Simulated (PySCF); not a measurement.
methoxy(methylsulfanyl)methane (C3H8OS), SMILES COCSC. Atoms are numbered in the order given.

```xyz
13

C      1.6011    -1.2138     0.1462
O      1.6313     0.1452     0.5035
C      0.3836     0.6926     0.7763
S     -0.8128     0.7551    -0.6217
C     -1.8335    -0.7104    -0.2888
H      1.0906    -1.8288     0.9167
H      1.0877    -1.3626    -0.8224
H      2.6420    -1.5524     0.0533
H      0.5596     1.7377     1.0696
H     -0.1285     0.1626     1.6080
H     -2.2449    -0.6823     0.7323
H     -1.2857    -1.6526    -0.4418
H     -2.6725    -0.6750    -0.9988
```
Charge 0, spin multiplicity 1.

The structure is a stationary point at r2SCAN-D4/def2-SVP. One conformer was computed; it need not be the lowest.

Method: KT2/pcSseg-1 run with PySCF.

GIAO shieldings, no solvent; atoms listed in one row are averaged. δ = σ(ref) − σ: ¹³C against TMS (σ = 185.1 ppm); ¹⁷O against H2O (σ = 330.4 ppm); ³³S against H2S (σ = 723.0 ppm); ¹H against TMS (σ = 31.47 ppm), references at their B3LYP-D3(BJ)/def2-TZVP geometries, non-relativistic.

```
nucleus          atoms  count  δ (ppm)
-------  -------------  -----  -------
¹³C                 C3      1     90.3
¹³C                 C1      1     59.0
¹³C                 C5      1     28.2
¹⁷O                 O2      1     71.1
³³S                 S4      1    197.7
¹H                  H9      1     5.85
¹H                 H10      1     4.55
¹H          H6, H7, H8      3     3.60
¹H       H11, H12, H13      3     2.43
```
